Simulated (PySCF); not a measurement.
C6H12N2.
Cartesian coordinates in Å at the PBE0-D3(BJ)/def2-SVP level; atoms count from 1:
```
atom  x, y, z in Å
C1     2.725    0.321   -0.677
C2     1.619   -0.427   -0.822
N3     0.552   -0.550    0.055
N4     0.390    0.415    1.069
C5    -0.334    1.518    0.437
C6    -1.355    0.767   -0.433
C7    -0.795   -0.683   -0.496
C8    -1.615   -1.671    0.314
H9     3.528    0.250   -1.410
H10    2.873    1.003    0.164
H11    1.528   -1.101   -1.682
H12    1.293    0.661    1.465
H13    0.312    2.158   -0.192
H14   -0.803    2.148    1.207
H15   -2.360    0.776    0.015
H16   -1.434    1.217   -1.432
H17   -0.709   -1.031   -1.535
H18   -1.166   -2.674    0.272
H19   -1.647   -1.351    1.366
H20   -2.646   -1.731   -0.068
```

Linear response at wB97X-D/def2-SVPD (PySCF, frozen core in the response, non-relativistic).

Static isotropic polarisability: 88.46 au (13.11 Å³), principal values 73.4, 83.7, 108.3 au.

Question: What is the polarisability at 1064 nm and at the sodium D line?

Answer: 89.28 au at 1064 nm (+0.9 %), 91.26 au at 589.3 nm (+3.2 %). The rise at 589.3 nm is 3.43 times that at 1064 nm; a pure ω² law gives 3.26. The lowest singlet lies at 223 nm, shorter than both wavelengths.

Question: What is the isotropic C6 coefficient between two such molecules, C6 = (3/π)∫α(iω)² dω?

Answer: 3301 au (Eh·bohr⁶) by a ten-point quadrature over imaginary frequencies, which is 1970 eV·Å⁶ or 190 J·nm⁶/mol.

Question: Which effective excitation energy ω̄ makes London's formula C6 = (3/4)α²ω̄ exact here?

Answer: ω̄ = 4·C6/(3α²) = 0.562 Eh = 15.3 eV. A one-pole form α(ω) = α/(1 − ω²/ω̄²) fitted to the 1064 nm value gives 12.2 eV. London's choice of the ionisation energy (7.45 eV, ΔSCF at the same level) gives C6 = 1610 au, 51 % too low.

Question: What n − 1 at the D line would an ideal gas of it have at 273.15 K and 1 atm (2.6868 × 10¹⁹ cm⁻³), by n − 1 = 2π·N·α′?

Answer: 22.83 × 10⁻⁴, a formal value whether or not that pressure can be reached.

Question: What three-body coefficient follows from the one-pole estimate C9 = (3/4)·α·C6?

Answer: 219000 au. This is an estimate from the two numbers above, not a computed integral.

Question: What molar refraction at the D line follows from R = (4π/3)·N_A·α′, with α′ the polarisability volume?

Answer: α′ = 13.52 Å³ gives R = 34.11 cm³/mol, for isolated, non-vibrating species.

One conformer stands for the species.

The pairwise dispersion term of wB97X-D wasn't added to the energies; at a given geometry it leaves orbitals and properties as they are.
